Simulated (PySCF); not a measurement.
**Radial density of Te²⁺ (tellurium, charge +2)**

wB97X-V, [Kr] 4d10 5s1 5p3, 5s spin antiparallel (an excited configuration). All numbers are calculated (PySCF 2.14, scalar relativity through the core potential, in aug-cc-pVQZ-PP with one added diffuse shell each of s, p, d, f, g type with ECP28MDF (8s8p6d4f3g, 117 functions)). This is the valence pseudo-density: the core potential removes the inner electrons and smooths the orbitals near the nucleus.

| r (bohr) | 4πr²ρ (e/bohr) | 4πr²(ρα − ρβ) |
| --- | --- | --- |
| 0.00215 | 2.407e-05 | 0.0000 |
| 0.00361 | 6.529e-05 | 0.0000 |
| 0.00607 | 0.0001666 | 0.0000 |
| 0.0102 | 0.0003844 | 0.0000 |
| 0.0172 | 0.0007948 | -0.0001 |
| 0.0289 | 0.001346 | -0.0002 |
| 0.0486 | 0.001869 | -0.0002 |
| 0.0817 | 0.003444 | -0.0001 |
| 0.137 | 0.02287 | 0.0000 |
| 0.231 | 0.3001 | 0.0016 |
| 0.389 | 4.697 | 0.0331 |
| 0.654 | 24.55 | 0.2011 |
| 1.10 | 13.90 | -0.0699 |
| 1.85 | 3.407 | 0.9876 |
| 3.11 | 0.8470 | 0.5928 |
| 5.24 | 0.01965 | 0.0181 |
| 8.81 | 2.221e-05 | 0.0000 |

Energies and moments cover only the electrons outside the core potential. With the s spin flipped the determinant is a mixture of two multiplicities, not a spectroscopic state.
